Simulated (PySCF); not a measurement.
Compound: C5H5O4 (charge -1).
Atom-mapped SMILES: `[CH2:1]=[C:2]([O:3][C:4]([CH3:5])=[O:6])[C:7](=[O:8])[O-:9]` (hydrogens: H10, H11 on C1; H12, H13, H14 on C5)

Structure optimised with GFN2-xTB, isolated species.

Some entries are withheld. Bonds in one row agree within 0.01 Å.

```
            coordinate    value
                 C1=C2  1.321 Å
                 C2–O3        ?
                 O3–C4  1.317 Å
                 C4–C5        ?
                 C4=O6  1.210 Å
                 C2–C7        ?
                 C7=O8  1.231 Å
                 C7–O9  1.232 Å
                C1–H10  1.081 Å
                C1–H11  1.075 Å
C5–H12, C5–H13, C5–H14  1.087 Å
              C1–C2–O3        ?
              C1–C2–C7        ?
              O3–C2–C7   113.9°
              C2–O3–C4   121.7°
              O3–C4–C5   109.8°
              O3–C4–O6   127.0°
              C5–C4–O6   123.2°
              C2–C7–O8   114.7°
              C2–C7–O9   113.9°
              O8–C7–O9        ?
```

Question: Estimate the withheld lengths and angles.

Answer: 
- C2–O3 = 1.399 Å, drawn single (ends: vinylic carbon bearing oxygen; ester single-bonded oxygen); 0.01 Å above the sum of covalent radii, 1.39 Å.
- C4–C5 = 1.521 Å, drawn single (ester carbonyl carbon to methyl carbon next to a carbonyl); 0.03 Å above the sum of covalent radii, 1.49 Å.
- C2–C7 = 1.589 Å, drawn single (vinylic carbon bearing oxygen to carboxylate carbon); 0.13 Å above the sum of covalent radii, 1.46 Å.
- C1–C2–O3 = 122.5°, at the vinylic carbon bearing oxygen; the outer atoms are 2.385 Å apart.
- C1–C2–C7 = 123.6°, at the vinylic carbon bearing oxygen; the outer atoms are 2.567 Å apart.
- O8–C7–O9 = 131.3°, at the carboxylate carbon; the outer atoms are 2.244 Å apart.

Radii are Cordero's, carbon taken as 0.76, 0.73 or 0.69 Å for four, three, and two or fewer neighbours.

No GFN2-xTB frequencies stand behind this structure, so it isn't proved a minimum. Torsions: C1–C2–O3–C4 60°, C2–O3–C4–C5 171°, C1–C2–C7–O8 -159°.

One conformer stands for the species.

All values are computed, not measured.
